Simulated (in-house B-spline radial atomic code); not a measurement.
In²⁺. Computed with a B-spline radial atomic code. Model: non-relativistic spherical atom: semilocal Troullier-Martins pseudo-atom, one channel per l, against all electrons, high spin, G0W0 and RPA with empty states to l = 8, local potential for every l without a channel, a model core (radius 0 = none) keeps its share of the functional.

Without relativity these are model numbers for so heavy an element.

What the tables leave out is listed at the end.

The pseudopotential gives back the lowest level of each angular momentum of its own functional in the configuration it was made in; a second state of the same l is only approximately right. Exact exchange, RPA and GW see the smooth pseudo-orbitals and miss the exchange with the core, for which the functional's share stands in. The column with an uncorrelated core keeps all orbitals and exact exchange, and so separates missing core correlation from pseudisation. Only the three outermost levels and the lowest empty one were computed. RPA here is direct RPA, with no exchange kernel, and its energies carry an (l + 1/2)⁻⁴ tail. A hybrid on a potential with a model core restores only its own semilocal share of the core's exchange.

Command:
```bash
python run_psgw.py task.json out
```
Settings (lengths in bohr, energies in hartree):
```
Z                      49
electrons              47
configuration          [Kr] 4d10 5s1
generated_in           [Kr] 4d10 5s1
functional             pbe,pbe
core_shells            8
radius_factor          0.9
core_correction        False
ion_configuration      [Kr] 4d10
```

Cost of the run: 70 s on 1 thread of Arm Neoverse N1 (shared host).

Given: made with PBE; model core radius 0 bohr; local radius 1.05 bohr; mean-field start PBE.

Valence shells of the generating configuration: 4d, 5s.

Channel: s 1.911, p 2.238, d 0.84 (radii in bohr).

Computed: largest level miss in the spin-unpolarised generating configuration 0.001 eV; valence RPA correlation energy all-electron orbitals -0.62862 hartree; valence RPA correlation energy pseudo -1.0175 hartree; pseudo-atom RPA polarisability 12.033 bohr³; ionisation by mean-field all-electron 27.388 eV; ionisation by RPA all-electron 27.475 eV; ionisation by RPA pseudo minus all 0.941 eV.

```csv
level,occupied,mean-field all-electron (eV),mean-field pseudo minus all (eV),G0W0 all-electron (eV),G0W0 uncorrelated core minus all (eV),G0W0 pseudo minus all (eV),exchange self-energy all-electron (eV),exchange self-energy pseudo (eV)
5s up,1,-23.122,-0.045,-27.595,0.045,-0.523,-14.303,-12.727
4d down,1,-37.215,0.022,-45.015,-0.403,3.451,-42.912,-26.586
4d up,?,?,?,?,?,?,?,?
5s down (empty),0,-22.06,0.063,-18.369,0.054,-0.523,-4.1857,-2.6268
```

(1) What belongs in the row 4d up?

(2) What is the all-electron RPA polarisability, core included?

(3) What is the ionisation by mean-field pseudo minus all?

Given: mean-field start PBE0.

Computed: valence RPA correlation energy all-electron orbitals -0.59449 hartree; all-electron RPA polarisability, core included 10.716 bohr³; pseudo-atom RPA polarisability 10.687 bohr³; ionisation by mean-field all-electron 27.045 eV; ionisation by mean-field pseudo minus all 0.258 eV; ionisation by RPA pseudo minus all 0.969 eV.

```json
{"level": "5s up", "occupied": "1", "mean-field all-electron (eV)": "-23.924", "mean-field pseudo minus all (eV)": "-0.273", "G0W0 all-electron (eV)": "-27.467", "G0W0 uncorrelated core minus all (eV)": "0.048", "G0W0 pseudo minus all (eV)": "-0.694", "exchange self-energy all-electron (eV)": "-14.131", "exchange self-energy pseudo (eV)": "-12.783"}
{"level": "4d down", "occupied": "1", "mean-field all-electron (eV)": "-39.753", "mean-field pseudo minus all (eV)": "1.099", "G0W0 all-electron (eV)": "-45.323", "G0W0 uncorrelated core minus all (eV)": "-0.404", "G0W0 pseudo minus all (eV)": "3.288", "exchange self-energy all-electron (eV)": "-42.99", "exchange self-energy pseudo (eV)": "-26.49"}
{"level": "5s down (empty)", "occupied": "0", "mean-field all-electron (eV)": "-20.631", "mean-field pseudo minus all (eV)": "-0.198", "G0W0 all-electron (eV)": "-18.18", "G0W0 uncorrelated core minus all (eV)": "0.055", "G0W0 pseudo minus all (eV)": "-0.635", "exchange self-energy all-electron (eV)": "-3.9074", "exchange self-energy pseudo (eV)": "-2.5548"}
```

(4) What is the ionisation by RPA all-electron?

(5) What is the valence RPA correlation energy pseudo?

Given: mean-field start Hartree-Fock.

Computed: all-electron RPA polarisability, core included 8.6829 bohr³; pseudo-atom RPA polarisability 8.5969 bohr³; ionisation by mean-field all-electron 25.566 eV; ionisation by mean-field pseudo minus all 0.896 eV; ionisation by RPA all-electron 27.006 eV; ionisation by RPA pseudo minus all 1.039 eV.

| level | occupied | mean-field all-electron (eV) | mean-field pseudo minus all (eV) | G0W0 all-electron (eV) | G0W0 uncorrelated core minus all (eV) | G0W0 pseudo minus all (eV) | exchange self-energy all-electron (eV) | exchange self-energy pseudo (eV) |
| --- | --- | --- | --- | --- | --- | --- | --- | --- |
| 5s up | 1 | -25.686 | -0.913 | -27.141 | 0.05 | -1.124 | -13.382 | -12.712 |
| 4d down | 1 | -46.19 | 4.397 | -45.989 | -0.352 | 2.645 | -43.089 | -26.193 |
| 4d up | ? | ? | ? | ? | ? | ? | ? | ? |
| 5s down (empty) | 0 | -16.055 | -0.657 | -17.777 | 0.049 | -0.895 | -2.9184 | -2.1964 |

(6) What belongs in the row 4d up?

(7) What is the valence RPA correlation energy all-electron orbitals?

(8) What is the valence RPA correlation energy pseudo?

## Answers

(1) occupied: 1; mean-field all-electron (eV): -37.469; mean-field pseudo minus all (eV): -0.009; G0W0 all-electron (eV): -45.262; G0W0 uncorrelated core minus all (eV): -0.398; G0W0 pseudo minus all (eV): 3.303; exchange self-energy all-electron (eV): -42.904; exchange self-energy pseudo (eV): -26.878.

(2) 12.013 bohr³.

(3) -0.009 eV.

(4) 27.338 eV.

(5) -0.98152 hartree.

(6) occupied: 1; mean-field all-electron (eV): -46.367; mean-field pseudo minus all (eV): 4.19; G0W0 all-electron (eV): -46.174; G0W0 uncorrelated core minus all (eV): -0.346; G0W0 pseudo minus all (eV): 2.512; exchange self-energy all-electron (eV): -43.003; exchange self-energy pseudo (eV): -26.432.

(7) -0.51362 hartree.

(8) -0.88744 hartree.

Among the listed levels the largest G0W0 shift of the pseudo-atom is +3.45 eV, for 4d down on the PBE start, while leaving the core uncorrelated moves that level by -0.40 eV. So pseudisation and the lost core exchange, not the missing core correlation, make the error. Not in the tables (levels of low weight, unsolved or above zero; the highest and the empty levels are kept at any weight): on PBE0 the G0W0 levels 4d up (pseudo minus all +3.54 eV, weights 0.53 and 0.88).
